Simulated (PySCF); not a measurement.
# Computed properties of MgClBr, SMILES [Cl][Mg][Br]

MgClBr, SMILES [Cl][Mg][Br]. Geometry: B3LYP-D3(BJ)/def2-TZVP. The values are those of a single conformer. All values are computed for the isolated molecule unless a solvent is named; none is compared with measurement here.

**Structure.** The optimised structure has C∞v symmetry. All 4 harmonic modes at B3LYP-D3(BJ)/def2-TZVP (PySCF) are real, so it is a minimum. With heavy atoms numbered as in [Mg:1]([Cl:2])[Br:3], the shortest bond between them is Mg1–Cl2 at 2.177 Å and the longest Mg1–Br3 at 2.326 Å.

**Vibrations.** The strongest infrared lines (harmonic, unscaled, degenerate partners summed) lie at 574 cm⁻¹ (139 km/mol, Mg 77 %, Cl 19 %), 101 cm⁻¹ (86 km/mol, Mg 80 %, Cl 15 %), 251 cm⁻¹ (1 km/mol, Cl 55 %, Br 39 %). The softest mode is at 101 cm⁻¹ and the zero-point energy is 1.5 kcal/mol.

**Electronic structure.** PBE0/def2-TZVPD (PySCF) places the frontier levels at -8.54 and -1.87 eV, a gap of 6.67 eV, and gives a dipole moment of 0.16 D and a mean polarisability of 58.3 bohr³.

**Excitations.** TDA-ωB97X/def2-SVPD (PySCF) has S1 at 5.89 eV (210 nm, f = 0.080, bright); the most intense of the 10 singlets computed lies at 6.46 eV (f = 0.14). Strengths of degenerate partners are summed. T1 (TDA) is at 5.74 eV, 0.15 eV under S1. No vertical singlet excitation falls in the visible range (under 3.1 eV).
